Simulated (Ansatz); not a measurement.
Ideal-gas functions of GaH$_{2}$I, SMILES `[GaH2][I]` at 298.15 K and 1 bar, from an Ansatz frequency run at PBE0-D4/def2-TZVP.

Molar mass 198.64 g/mol, point group C2v (symmetry number 2), electronic degeneracy 1, moments of inertia 3.961, 289.663, 293.624 u Å². Harmonic wavenumbers (cm⁻¹, unscaled): 250, 461, 591, 723, 2005, 2020.

Use S(trans) = R[1.5 ln M + 2.5 ln T − 1.1517]; rotational temperatures θ = 24.2544 K / I; S(rot) = R[ln(√π/σ · √(T³/θAθBθC)) + 1.5]; for each mode x = 1.438777 ν̃/T, S = R[x/(eˣ − 1) − ln(1 − e⁻ˣ)] and H = RT x/(eˣ − 1); 1 cm⁻¹ = 0.0119627 kJ/mol; R = 8.31446 J/(mol·K).

Question: By hand: the entropy, in J/(mol·K).

Answer: Translation 174.8. Rotation: θ = 6.1233, 0.0837, 0.0826 K, giving 95.7. Vibration, mode by mode: 7.24, 3.19, 1.95, 1.17, 0.01, 0.01, in all 13.6. Electronic 0.0. Sum 284.1 J/(mol·K).

Question: By hand: H − E and G − E in kJ/mol, counted from the electronic energy.

Answer: Zero-point energy ½ × 6050 × 0.0119627 = 36.2; thermal vibration 2.7; translation, rotation and pV give 4 RT = 9.9. H − E = 48.8 kJ/mol, and G − E = 48.8 − 298.15 × 284.1/1000 = -35.9 kJ/mol.

Vibration gives 5 % of the entropy.
